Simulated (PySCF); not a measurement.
Compound: C2H8N2Si2.
Atom-mapped SMILES: `[N:1]#[C:2][CH2:3][Si@H:4]([NH2:5])[SiH3:6]` (hydrogens: H7, H8 on C3; H9 on Si4; H10, H11 on N5; H12, H13, H14 on Si6)

Computed with TDDFT PBE0/def2-SVPD, vertical, gas phase, core orbitals frozen in the response (PySCF). The structure is a single GFN2-xTB conformer in the gas phase; no vibrational or solvent corrections. Torsions of this conformer, `[N:1]#[C:2][CH2:3][Si@H:4]([NH2:5])[SiH3:6]`: C2–C3–Si4–N5 180°, H–N5–Si4–C3 -171°, H–N5–Si4–C3 49°.

What does the calculation give for the low-lying excited states?

| state | E (eV) | ν̃ (cm⁻¹) | f | \|μ\| (D) | main configurations (H = HOMO, L = LUMO) |
| --- | --- | --- | --- | --- | --- |
| S1 | 5.97 | 48170 | 0.0054 | 0.49 | H→L (91%), H→L+1 (8%) |
| S2 | 6.33 | 51070 | 0.011 | 0.67 | H→L+1 (90%), H→L (8%) |
| S3 | 7.03 | 56690 | 0.028 | 1.02 | H-1→L (84%), H→L+2 (10%) |
| S4 | 7.07 | 56990 | 0.022 | 0.91 | H→L+2 (82%), H-1→L (10%) |
| S5 | 7.22 | 58260 | 0.018 | 0.81 | H-1→L+1 (93%) |
| S6 | 7.41 | 59740 | 0.035 | 1.12 | H→L+3 (79%) |
| S7 | 7.51 | 60550 | 0.025 | 0.93 | H-2→L (63%), H→L+3 (10%) |
| S8 | 7.55 | 60860 | 0.011 | 0.62 | H-1→L+4 (31%), H→L+4 (25%), H-2→L (10%) |

Triplets, Tamm–Dancoff:

```tsv
state	E (eV)	λ (nm)	main configurations (H = HOMO, L = LUMO)
T1	5.58	222.1	H→L (90%)
T2	5.90	210.1	H→L+1 (81%)
T3	6.30	196.8	H-1→L (43%)
```

The lowest singlet comes at 208 nm (576 kJ/mol) in the ultraviolet; it is weak; its leading configuration is HOMO→LUMO (91%). The strongest level in the table is S6 at 7.41 eV (167 nm, f = 0.035). Löwdin shares by element: HOMO nitrogen 55% or more, hydrogen 15% or more, silicon 15% or more (atoms not listed hold the other 15%); LUMO silicon 48%, nitrogen 9% or more, carbon 8% or more (atoms not listed hold the other 36%). Weighted by f, the mean energy of these states is 7.17 eV. Of the 8 states listed, 7 reach f = 0.01 and none stays under 0.0005. The oscillator strengths of these states sum to 0.155; summed over the whole spectrum of an exact calculation they would give the number of electrons, 62 (Thomas–Reiche–Kuhn). The window holds the lowest 8 singlets.

On one thread of an Arm Neoverse N1, no GPU, on a shared host, this took 55 s wall (grids of density and orbitals included) and 0.77 GiB of memory at its peak.
